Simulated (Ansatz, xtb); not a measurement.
Pulling on the Be1–H2 bond and 1 like it together in BeH2 (SMILES [BeH2]) (multiplicity 1 held, fragments rigid). Energies count from the point at 1.330 Å.
Geometry at that point (charge 0, multiplicity 1):
```xyz
3

Be     0.0000     0.0000     0.0000
H      0.0000     0.0000    -1.3301
H      0.0000     0.0000     1.3301
```

Active spaces are followed from a long bond inwards. Full CI gives the lowest state of the spin. Levels need not reach the same state.

Frozen-core correlation.

Programs: Ansatz (Gaussian orbitals); xtb for the GFN methods.  The GFN methods have no spin term and hold the electronic entropy of 300 K.

### Question
Predict the energy at R = 4.256 Å from CASSCF(4,4)/cc-pVDZ.

### Answer
536 kJ/mol

### Question
Predict the energy at R = 4.256 Å from GFN2-xTB.

### Answer
903 kJ/mol

### Question
Predict the energy at R = 4.256 Å from FCI/cc-pVDZ.

### Answer
578 kJ/mol

Ansatz is a quantum-chemistry and plane-wave program.
